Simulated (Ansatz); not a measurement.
Calculated with Ansatz (gas phase, PBE0-D4/def2-TZVP geometries, no zero-point term in ΔE). CCSD(T)/CBS is the MP2 limit (def2-TZVPP, def2-QZVPP) plus CCSD(T) − MP2 in def2-TZVPP, frozen cores. Functionals use def2-TZVPP. B3LYP here is the variant with VWN-RPA as its local correlation; programs differ in this. For Br, Ga outer-core shells are correlated without core-valence functions, which leaves a few kJ/mol of doubt a bond. Scalar relativity is left out up to krypton. One conformer a species, not always the lowest.

Reaction (cleavage of the Si–Si bond): `C[SiH2][SiH2]Br` + `[SH][GaH2]` → `C[SiH2][S][GaH2]` + `[SiH3]Br`

Problem. Is it downhill or uphill in electronic energy at CCSD(T)/CBS, and by how much? (Estimate.)

Solution. Computed: Downhill: ΔE = -63.8 kJ/mol.

Problem. What do these levels give: B3LYP-D4, ωB97X-V, ωB97M-V, PBE, r2SCAN, SCS-MP2/def2-TZVPP, CCSD(T)/def2-TZVPP, HF/def2-QZVPP, MP2/def2-QZVPP, HF/CBS(def2), MP2/CBS(def2), CCSD/CBS(def2)? (An estimate is asked.)

Solution. Ansatz gave: B3LYP-D4 -59.0, ωB97X-V -59.1, ωB97M-V -64.1, PBE -47.7, r2SCAN -58.2, SCS-MP2/def2-TZVPP -69.7, CCSD(T)/def2-TZVPP -61.3, HF/def2-QZVPP -69.0, MP2/def2-QZVPP -72.9, HF/CBS(def2) -69.1, MP2/CBS(def2) -73.9, CCSD/CBS(def2) -63.7 kJ/mol.

Largest T1 diagnostic among the species: 0.013.

From PBE to PBE0 (25 % exact exchange), in def2-TZVPP and without D4, ΔE moves by −5.3 kJ/mol. The D4 term adds −3.2 kJ/mol with B3LYP and −1.5 kJ/mol with PBE0; it sums over pairs of atoms, weighted by their polarisabilities, and B3LYP, whose exchange is more repulsive, gets the larger term.
